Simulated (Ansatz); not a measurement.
C2H5NSi can be A, `NC1=C[SiH2]1`, or B, `C#CN[SiH3]`.

Program: Ansatz. Geometries: PBE0-D4/def2-TZVP. ΔE: electronic, gas phase. CBS: MP2 limit from def2 TZ/QZ plus the TZ coupled-cluster correction, frozen cores. DFT in def2-TZVPP. B3LYP here is the variant with VWN-RPA as its local correlation; programs differ in this. One conformer a species, not always the lowest.

A:

```xyz
9

N     0.0675    1.1440   -1.2405
C    -0.0640    0.2311   -0.2577
C    -1.0316   -0.5096    0.3108
Si    0.5402   -0.7616    1.1312
H    -0.6796    1.2722   -1.9029
H     0.9864    1.3974   -1.5516
H    -2.0912   -0.6668    0.1616
H     1.3880   -1.9635    0.9101
H     0.8843   -0.1432    2.4391
```

B:

```xyz
9

C     0.025   -0.989    2.147
C    -0.260   -0.277    1.220
N    -0.535    0.486    0.157
Si    0.280    0.325   -1.373
H     0.269   -1.612    2.972
H    -1.259    1.176    0.284
H    -0.329    1.359   -2.244
H     1.737    0.559   -1.220
H     0.071   -1.029   -1.943
```

Task: Which isomer does CCSD(T)/CBS put lower? Give the gap. (Estimate.)

Result: Computed: B, by 4.2 kcal/mol.

Task: Give E(B) − E(A) in kcal/mol with CCSD/def2-TZVPP, PBE-D4, LDA (SPW92), PBE0-D4, B3LYP-D4, B2PLYP, ωB97M-V. (Best estimate.)

Result: The calculation gave: CCSD/def2-TZVPP -5.7, PBE-D4 3.2, LDA (SPW92) 6.7, PBE0-D4 2.7, B3LYP-D4 -4.4, B2PLYP -5.3, ωB97M-V -1.9. The order is the other way round with PBE-D4, LDA (SPW92), PBE0-D4.

Task: Does the order hold for the free energy at 298.15 K (harmonic terms from PBE0-D4)? (Estimate.)

Result: Ansatz gave: Yes: G(B) − G(A) = -8.1 kcal/mol, for one conformer each.

Largest T1 diagnostic: 0.013.

Leaving LDA and LC-ωPBE aside and taking each functional with its dispersion term where it has one, the values, not all of them listed here, spread over 8.6 kcal/mol, from BHLYP-D4 to PBE-D4. LDA lies +3.7 kcal/mol from PBE without D4. In def2-TZVPP, CCSD(T) changes the Hartree–Fock value by +6.8 kcal/mol (the triples alone add +1.0 kcal/mol) and MP2 by +6.9 kcal/mol.
